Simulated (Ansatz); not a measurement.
The lowest singlet and triplet of CH2O (SMILES [CH]O); geometries from B3LYP-D3(BJ)/def2-TZVP, each state relaxed from the structure named, with no frequency check.
Singlet at the triplet's geometry (charge 0, multiplicity 1):
```tsv
atom	x (Å)	y (Å)	z (Å)
C	0.6701	0.0753	-0.2974
O	-0.5461	0.0664	0.2428
H	1.5150	-0.4928	0.0966
H	-1.1663	-0.4905	-0.2548
```

A positive gap puts the triplet lower; no zero-point energy. R- takes a restricted singlet. U- takes an unrestricted singlet (broken symmetry where lower, unprojected). The triplet is unrestricted in single-reference levels. Active spaces average the two states.

Cores are frozen in the correlated methods.

Run with Ansatz (Gaussian basis) for Hartree–Fock, density functionals and correlated methods. Each number belongs to the level named beside it.

Task: Predict the gap E(singlet) − E(triplet), vertical, at the triplet's geometry from R-CCSD/cc-pVTZ.

Result: 55 kJ/mol

Task: What gap E(singlet) − E(triplet), vertical, at the triplet's geometry does U-PBE0/def2-TZVPP (spin-contaminated) give?

Result: 25 kJ/mol

Task: Predict the gap E(singlet) − E(triplet), vertical, at the triplet's geometry from SA-CASSCF(2,2)/cc-pVTZ.

Result: 62 kJ/mol

Doubts at one or more of the structures used: a restricted determinant that unrestricted orbitals would lower (R-CCSD/cc-pVTZ).

Ansatz is a program for electronic structure.
